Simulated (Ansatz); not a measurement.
Gas-phase electronic energies from Ansatz, PBE0-D4/def2-TZVP geometries. CCSD(T)/CBS adds triple-zeta CCSD(T) − MP2 to the extrapolated MP2 energy (def2 sets, frozen cores). Functionals use def2-TZVPP. B3LYP here is the variant with VWN-RPA as its local correlation; programs differ in this. Elements past krypton have def2 core potentials. For Se, Sn outer-core shells are correlated without core-valence functions, which leaves a few kJ/mol of doubt a bond. Scalar relativity is left out up to krypton. One conformer a species, not always the lowest.

Reaction (substitution at a C–C bond): `CC(C)(C)C(=O)CC(=O)C(C)(C)C` + `C[O][SnH2][SeH]` → `C[O][SnH2][Se]C` + `CC(C)C(=O)CC(=O)C(C)(C)C`

| level | ΔE (kJ/mol) | difference from CCSD(T)/CBS |
| --- | --- | --- |
| B3LYP-D4 | 1.4 | -6.2 |
| ωB97M-V | 9.5 | 1.9 |
| PBE0 | -2.3 | -9.9 |
| B3LYP | -9.0 | -16.6 |
| MP2/def2-TZVPP | 9.3 | 1.7 |
| SCS-MP2/def2-TZVPP | 5.4 | -2.2 |
| CCSD/def2-TZVPP | 6.9 | -0.7 |
| CCSD(T)/def2-TZVPP | 9.1 | 1.5 |
| MP2/CBS(def2) | 7.8 | 0.2 |
| CCSD/CBS(def2) | 5.5 | -2.1 |
| CCSD(T)/CBS | 7.6 | 0 |

Largest T1 diagnostic among the species: 0.013.

In def2-TZVPP, CCSD(T) changes the Hartree–Fock value by +16.8 kJ/mol (the triples alone add +2.2 kJ/mol) and MP2 by +17.0 kJ/mol. From PBE to PBE0 (25 % exact exchange), in def2-TZVPP and without D4, ΔE moves by +3.5 kJ/mol. The D4 term adds +10.4 kJ/mol with B3LYP and +6.4 kJ/mol with PBE0; it sums over pairs of atoms, weighted by their polarisabilities, and B3LYP, whose exchange is more repulsive, gets the larger term.
